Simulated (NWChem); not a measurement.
Species: C2H3F2NSi; SMILES C#C[Si](N)(F)F

```xyz
9

C      0.0543     2.6928    -0.0804
C      0.0384     1.4803    -0.0477
Si     0.0038    -0.3294     0.0088
N     -1.5776    -0.8630     0.3190
F      0.4985    -0.9662    -1.3753
F      1.1008    -0.8086     1.0806
H      0.0726     3.7602    -0.1143
H     -2.1935    -0.3342     0.9223
H     -1.8391    -1.8386     0.2576
```
Atoms are numbered in this order, from 1.

All runs: NWChem. Medium grid unless said otherwise, to which SCAN and Minnesota functionals are sensitive. Geometry: optimised at B3LYP/6-31G* (spherical d).

For level M06-2X/def2-TZVP:

```
Quantity                     Value
---------------------------  -----
highest occupied level (eV)  -9.75
orbital gap (eV)             10.13
dipole (D)                    2.83
```

Task: What are these values for level PBE/def2-TZVP?

Result: The highest occupied level (eV) is -6.78, the orbital gap (eV) is 5.29 and the dipole (D) comes out as 2.71.
